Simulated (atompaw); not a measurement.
# What one change does to a pseudopotential (Bi (Z = 83), PAW (atompaw))

atompaw 4.2.0.5 input, output lines left out:

```
Bi 83
LDA-PW scalarrelativistic loggrid 2001 logderivrange -14 5 476
6 6 5 4 0 0
6 1 2.5
0 0 0
c
c
c
c
v
v
c
c
c
v
v
c
c
v
c
2
2.15 1.60 1.75 1.75
n
n
y
-1.85
n
custom polynom2 7 10 vanderbiltortho sinc
3 0 ultrasoft
1.45
2.15
1.70
2.15
2.15
2.15
```

All-electron outer shells of the reference configuration (LDA (PW92), scalar-relativistic, ld1.x):

```tsv
shell	level (eV)	outermost node (bohr)	outermost maximum (bohr)
4d	-433.81	0.19	0.38
5s	-161.94	0.44	0.77
4f	-156.86	–	0.34
5p	-99.87	0.48	0.86
5d	-31.08	0.51	1.03
6s	-18.46	0.98	1.86
6p	-8.11	1.14	2.41
```

Change: all radii scaled by about 1.08 (s 1.56, p 1.82, d 2.32 bohr); local potential ultrasoft scheme with l = 3 at 0 Ry, radius 1.88 bohr; augmentation sinc compensation charge, radius 1.72 bohr; PAW radius 2.32 bohr; waves and projectors: custom polynom2 7 10 vanderbiltortho; core correction smooth core density matched at 1.88 bohr.

Cutoffs: the cutoffs (Ry, on a coarse ladder) from which the occupation-weighted sum of valence levels, in a spherical-Bessel basis at the reference potential, stays within 10 and 1 mRy of its value at 400 Ry; they do not see the model core or the augmentation charge, which bear on the density cutoff.

Problem. What does the change do?

Solution. The potential gets neither clearly harder nor softer (25 Ry and 160 Ry → 30 Ry and 90 Ry); a bound ghost appears in s, which as a rule spoils a file.

| quantity | base | changed |
| --- | --- | --- |
| cutoff, loose | 25 Ry | 30 Ry |
| cutoff, tight | 160 Ry | 90 Ry |
| loose cutoff by channel (10 mRy a level) | s 21 Ry, p 21 Ry, d 18 Ry | s 21 Ry, p 21 Ry, d 15 Ry |
| bound ghosts | none | s |
| lowest overlap eigenvalue by channel | s 0.32, p 0.57, d 0.91 | s 0.31, p 0.52, d 0.92 |

 A true bound ghost makes a file unfit for plane-wave use even where its test errors are small: the radial tests pick states by their node count and pass the ghost by. The cutoffs see the waves, projectors and local potential, not the compensation charge or the core.
